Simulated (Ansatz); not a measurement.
Computed with Ansatz on PBE0-D4/def2-TZVP structures; ΔE is electronic, products minus reactants. CCSD(T)/CBS adds triple-zeta CCSD(T) − MP2 to the extrapolated MP2 energy (def2 sets, frozen cores). This one scheme is used for every species. Functionals use def2-TZVPP. Each species was taken in one conformer, which may not be the lowest.

`F[SiH2]N[SiH2][SiH3]` + `OB(F)F` → `F[SiH2]N[SiH3]` + `FB(F)O[SiH3]`  (redistribution)

```
             level  ΔE (eV)
         r2SCAN-D4    -0.85
SCS-MP2/def2-TZVPP    -1.06
```

Q: What does CCSD(T)/CBS give? (Estimate.)

A: The calculation gave: -0.93 eV. The listed levels differ from it by 0.08, -0.13 eV.

Largest T1 diagnostic among the species: 0.012.

The D4 term adds +0.04 eV with B3LYP and +0.02 eV with PBE0; it sums over pairs of atoms, weighted by their polarisabilities, and B3LYP, whose exchange is more repulsive, gets the larger term. From PBE to PBE0 (25 % exact exchange), in def2-TZVPP and without D4, ΔE moves by −0.08 eV.

B3LYP here is the variant with VWN-RPA as its local correlation; programs differ in this.
